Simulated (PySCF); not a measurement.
**Bonding in `Cc1nncc(C(F)(F)F)n1`**

Compound: C5H4F3N3.
Numbering: `[CH3:1][c:2]1[n:3][n:4][cH:5][c:6]([C:7]([F:8])([F:9])[F:10])[n:11]1` (hydrogens: H12, H13, H14 on C1; H15 on C5)

Geometry (GFN2-xTB, Å), atoms numbered from 1 in this order:
```xyz
15
C5H4F3N3 angstrom
C      2.596   -0.486   -0.058
C      1.269    0.173   -0.065
N      1.220    1.494   -0.184
N      0.079    2.104   -0.209
C     -1.043    1.411   -0.112
C     -0.977    0.022    0.020
C     -2.219   -0.829    0.179
F     -2.562   -0.944    1.472
F     -3.272   -0.282   -0.448
F     -2.071   -2.062   -0.303
N      0.183   -0.600    0.046
H      2.847   -0.786   -1.075
H      3.353    0.209    0.292
H      2.563   -1.379    0.560
H     -1.969    1.963   -0.138
```

Bond orders from the PBE0/pcSseg-1 density (PySCF). Isolated species at its GFN2-xTB geometry, gas phase.

(1) Where do the orders between heavy atoms depart from those drawn in the SMILES?

(2) Set the Mayer orders of the bonds between heavy atoms beside their lengths.

Answers

(1) The largest departure is 0.248, at C5–C6 (drawn aromatic, 1.252), counting aromatic bonds as 1.5. The bonds drawn aromatic range from 1.25 to 1.54.

(2) 
```
  bond  drawn as  length (Å)  Mayer order
 C1–C2    single       1.482        1.040
 C2–N3  aromatic       1.327        1.434
 N3–N4  aromatic       1.294        1.348
 N4–C5  aromatic       1.322        1.459
 C5–C6  aromatic       1.397        1.252
 C6–C7    single       1.514        0.939
 C7–F8    single       1.343        1.005
 C7–F9    single       1.342        0.993
C7–F10    single       1.331        1.029
C6–N11  aromatic       1.316        1.540
N11–C2  aromatic       1.338        1.371
```

By pair of heavy elements: C–C: lowest C6–C7 (0.939, 1.514 Å), highest C5–C6 (1.252, 1.397 Å). C–N: lowest N11–C2 (1.371, 1.338 Å), highest C6–N11 (1.540, 1.316 Å). C–F: lowest C7–F9 (0.993, 1.342 Å), highest C7–F10 (1.029, 1.331 Å).

Q: And the bonds to hydrogen?

A: C–H: 0.93 to 0.97 (4 bonds).

Q: Sum the orders of all bonds at each heavy atom with more than one neighbour and set the sums beside the valence in the SMILES.

A: C1 3.879 (drawn 4), C2 3.845 (drawn 4), N3 2.782 (drawn 3), N4 2.807 (drawn 3), C5 3.677 (drawn 4), C6 3.731 (drawn 4), C7 3.966 (drawn 4), N11 2.911 (drawn 3). Orders between atoms that aren't bonded are not in these sums.

For a closed shell the Mayer order of atoms A and B is Σ (PS)μν (PS)νμ over the basis functions μ on A and ν on B, with P the density and S the overlap matrix.

The run behind these numbers computed NMR shieldings as well. The run took 34 s wall on Arm Neoverse V1, one thread, no GPU, shared host.
